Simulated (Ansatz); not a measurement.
Ideal-gas functions of `C#[C][Al]([F])[F]` at 298.15 K and 1 bar, from an Ansatz frequency run at PBE0-D4/def2-TZVP.

Molar mass 90.01 g/mol, point group C2v (symmetry number 2), electronic degeneracy 1, moments of inertia 74.564, 189.763, 264.327 u Å². Harmonic wavenumbers (cm⁻¹, unscaled): 114, 156, 240, 308, 321, 559, 736, 760, 838, 941, 2147, 3457.

Use S(trans) = R[1.5 ln M + 2.5 ln T − 1.1517]; rotational temperatures θ = 24.2544 K / I; S(rot) = R[ln(√π/σ · √(T³/θAθBθC)) + 1.5]; for each mode x = 1.438777 ν̃/T, S = R[x/(eˣ − 1) − ln(1 − e⁻ˣ)] and H = RT x/(eˣ − 1); 1 cm⁻¹ = 0.0119627 kJ/mol; R = 8.31446 J/(mol·K).

Question: By hand: the entropy, in J/(mol·K).

Answer: Translation 165.0. Rotation: θ = 0.3253, 0.1278, 0.0918 K, giving 105.7. Vibration, mode by mode: 13.39, 10.87, 7.54, 5.74, 5.46, 2.20, 1.11, 1.01, 0.75, 0.50, 0.00, 0.00, in all 48.6. Electronic 0.0. Sum 319.3 J/(mol·K).

Question: By hand: H − E and G − E in kJ/mol, counted from the electronic energy.

Answer: Zero-point energy ½ × 10577 × 0.0119627 = 63.3; thermal vibration 8.2; translation, rotation and pV give 4 RT = 9.9. H − E = 81.4 kJ/mol, and G − E = 81.4 − 298.15 × 319.3/1000 = -13.8 kJ/mol.

Vibration gives 15 % of the entropy, 13.4 J/(mol·K) of it from the mode under 150 cm⁻¹: soft modes count most, and the harmonic formula is weakest for them.
